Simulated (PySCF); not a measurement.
SnBr, SMILES [Br][Sn] (connectivity only; charge and spin as stated), neutral, multiplicity 2. Geometry: PBE0-D3(BJ)/def2-TZVP. The spin state was assumed, not searched. The def2 effective core potentials stand for the cores of Sn; spin–orbit coupling is left out.

All values below come from PBE0-D3(BJ)/def2-TZVP in PySCF.

Harmonic wavenumbers (cm⁻¹): 243. Rotational constants (GHz): 1.669 (linear); symmetry number 1.

Q: Work out the zero-point energy and the ideal-gas rigid-rotor harmonic-oscillator thermochemistry at 298.15 K and 1 atm.

A: ZPE = ½ Σ hcν = ½ × 243 cm⁻¹ = 1.46 kJ/mol. H − E(el) = 11.43 kJ/mol. Entropy in J/(mol K): translation 174.74, rotation 76.68, vibration 7.44, spin 5.76, total 264.62. G − E(el) = -67.46 kJ/mol. Cp = 36.52 J/(mol K).
